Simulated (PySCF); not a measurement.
Which level of theory gave which numbers?

Species: C₅H₆O₂.
SMILES: `OCc1ccoc1`

The closed-shell ground state was solved 4 times with PySCF (density fitting, gas phase), always in the pcSseg-2 basis (336 functions), with these functionals: B97-2, KT3, PBE0 and wB97X-D. The structure is a single PBE0-D3(BJ)/def2-TZVP conformer in the gas phase; no vibrational or solvent corrections.

| row | total energy (Eh) | HOMO (eV) | LUMO (eV) | dipole (D) |
| --- | --- | --- | --- | --- |
| P | -349.8485 | -5.75 | -0.97 | 1.51 |
| Q | -344.5707 | -8.63 | 1.73 | 1.63 |
| R | -344.2975 | -6.83 | -0.06 | 1.62 |
| S | -344.5630 | -6.57 | -0.10 | 1.60 |

**Question.** Which functional belongs to which row?

**Answer.** P = KT3, Q = wB97X-D, R = PBE0, S = B97-2. By rising HOMO–LUMO gap: KT3 (GGA) 4.78 eV; B97-2 (global hybrid, 21 % exact exchange) 6.47 eV; PBE0 (global hybrid, 25 % exact exchange) 6.77 eV; wB97X-D (range-separated hybrid) 10.36 eV. Total energies of different functionals aren't bounds to one another; each is stationary for its own functional.

Conformer computed: `[OH:1][CH2:2][c:3]1[cH:4][cH:5][o:6][cH:7]1`: O1–C2–C3–C4 -84°, H–O1–C2–C3 47°.

wB97X-D is run here without its empirical dispersion term; that term would change no orbital, density or response property at a fixed geometry.
